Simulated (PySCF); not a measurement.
Predicted microwave data (PySCF, PBE0-D3(BJ)/def2-SVP geometry optimisation, gas phase) for one isomer of C3H8O2Si:

| Item | Value |
| --- | --- |
| Rotational constants | A = 8005, B = 1322, C = 1214 MHz |
| Dipole components | \|μa\| = 1.27 D, \|μb\| = 0.20 D, \|μc\| = 0.13 D |
| Inertial defect | -29.11 u·Å² |
| κ | -0.97 |

Question: Which structure is it? (One computed conformer of each.)
A. `[OH:1][SiH2:2][O:3][CH:4]1[CH2:5][CH2:6]1` with H–O1–Si2–O3 53°, O1–Si2–O3–C4 -165°, Si2–O3–C4–C5 -152°
B. `[CH3:1][SiH2:2][O:3][C:4]([CH3:5])=[O:6]` with C1–Si2–O3–C4 -65°, Si2–O3–C4–C5 -179°
C. `[CH3:1][C:2](=[O:3])[CH2:4][SiH2:5][OH:6]` with C1–C2–C4–Si5 126°, C2–C4–Si5–O6 52°, C4–Si5–O6–H -26°
D. `[CH2:1]=[CH:2][O:3][Si@H:4]([CH3:5])[OH:6]` with C1–C2–O3–Si4 -2°, C2–O3–Si4–C5 -70°, O3–Si4–O6–H 58°
E. `[CH2:1]=[CH:2][O:3][CH2:4][SiH2:5][OH:6]` with C1–C2–O3–C4 0°, C2–O3–C4–Si5 180°, O3–C4–Si5–O6 -54°, C4–Si5–O6–H 47°
F. `[SiH3:1][O:2][CH:3]1[CH2:4][O:5][CH2:6]1` with Si1–O2–C3–C4 -91°, O2–C3–C4–O5 -124°, C3–C4–O5–C6 10°, C4–O5–C6–C3 -10°, O2–C3–C6–O5 127°

Answer: E. It is C=COC[SiH2]O, a near-prolate asymmetric top, point group C1. The candidates at the same level (rigid rotor, commonest isotopes):

```
        SMILES  A (MHz)  B (MHz)  C (MHz)  μa (D)  μb (D)  μc (D)  Δ (u·Å²)  point group                        rotor
C[SiH2]OC(C)=O     5908     1764     1560    0.02    0.89    1.07    -48.14           C1  near-prolate asymmetric top
  C=COC[SiH2]O     8005     1322     1214    1.27    0.20    0.13    -29.11           C1  near-prolate asymmetric top
 O[SiH2]OC1CC1     9674     1392     1306    0.86    0.23    1.34    -28.44           C1  near-prolate asymmetric top
C=CO[Si@H](C)O     4999     1901     1546    0.21    1.06    1.41    -40.07           C1               asymmetric top
CC(=O)C[SiH2]O     5346     1854     1521    2.43    2.79    0.42    -34.91           C1               asymmetric top
 [SiH3]OC1COC1     9150     1478     1356    1.57    0.14    1.04    -24.48           C1  near-prolate asymmetric top
```

`[SiH3]OC1COC1` has A 14 % too high; `C=CO[Si@H](C)O` has B 44 % too high; `O[SiH2]OC1CC1` has A 21 % too high; `C[SiH2]OC(C)=O` has B 33 % too high; `CC(=O)C[SiH2]O` has B 40 % too high. No structure here is proved a minimum.
